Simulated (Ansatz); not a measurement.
Two isomers of C4H6BF: A = `B/C=C(\F)C=C`, B = `CC1=CB(F)C1`.

Computed with Ansatz on PBE0-D4/def2-TZVP structures; ΔE is electronic, products minus reactants. CCSD(T)/CBS is the MP2 limit (def2-TZVPP, def2-QZVPP) plus CCSD(T) − MP2 in def2-TZVPP, frozen cores. DFT in def2-TZVPP. B3LYP here is the variant with VWN-RPA as its local correlation; programs differ in this. One conformer a species, not always the lowest.

Question: Which is lower in electronic energy at CCSD(T)/CBS, and by how much? (An estimate is asked.)

Answer: Computed: B, by 53.9 kcal/mol.

Question: Give E(B) − E(A) in kcal/mol with CCSD(T)/def2-TZVPP, B3LYP-D4, r2SCAN-D4, MP2/def2-TZVPP, B2PLYP, CCSD/def2-TZVPP, PBE0-D4. (Estimate.)

Answer: Ansatz gave: CCSD(T)/def2-TZVPP -53.3, B3LYP-D4 -48.2, r2SCAN-D4 -51.3, MP2/def2-TZVPP -57.1, B2PLYP -51.0, CCSD/def2-TZVPP -54.0, PBE0-D4 -55.3. None reverses the order clearly.

Largest T1 diagnostic: 0.012.

In def2-TZVPP, CCSD(T) changes the Hartree–Fock value by −3.7 kcal/mol (the triples alone add +0.7 kcal/mol) and MP2 by −7.5 kcal/mol. From PBE to PBE0 (25 % exact exchange), in def2-TZVPP and without D4, E(B) − E(A) moves by −3.6 kcal/mol.
